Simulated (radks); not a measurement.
Initial-state core-level shifts of the europium ion Eu+ when its valence configuration changes from [Xe] 4f7 6s1. All-electron calculation, Dirac Kohn-Sham, PBE, spin-unpolarised, spherical densities, finite nucleus; open shells are shared between the two j in proportion to 2j + 1; Fermi nuclear charge, rms radius 5.1115 fm. Program: a radial shooting solver on a logarithmic mesh with Libxc functionals. Shifts are changes of the shell-averaged eigenvalues in eV (positive: less bound); the change of the density at the nucleus, which sets a Mossbauer isomer shift, is in e/bohr^3, on a base of 5.792e+05.

| valence | 2s | 2p | 4s | 4p | density at nucleus |
|---|---|---|---|---|---|
| 4f7 6p1 | -1.226 | -1.227 | -1.220 | -1.222 | -28.24 |
| 4f6.5 5d0.5 6s1 | -3.244 | -3.204 | -3.471 | -3.400 | +13.69 |
| 4f7 5d1 | +1.688 | +1.687 | +1.658 | +1.669 | -30.28 |
| 4f6 6s2 | -9.192 | -9.102 | -9.587 | -9.438 | +70.23 |
| 4f6.5 6s1 6p0.5 | -4.937 | -4.896 | -5.139 | -5.074 | +17.19 |
| 4f6.5 6s1.5 | -4.315 | -4.275 | -4.520 | -4.454 | +32.16 |
| 4f4.5 6s1 6p2.5 | -29.265 | -28.984 | -30.006 | -29.503 | +112.25 |
| 4f5.5 6s2 6p0.5 | -15.141 | -14.995 | -15.698 | -15.447 | +96.62 |
| 4f8 | +6.095 | +6.041 | +6.458 | +6.381 | -46.21 |
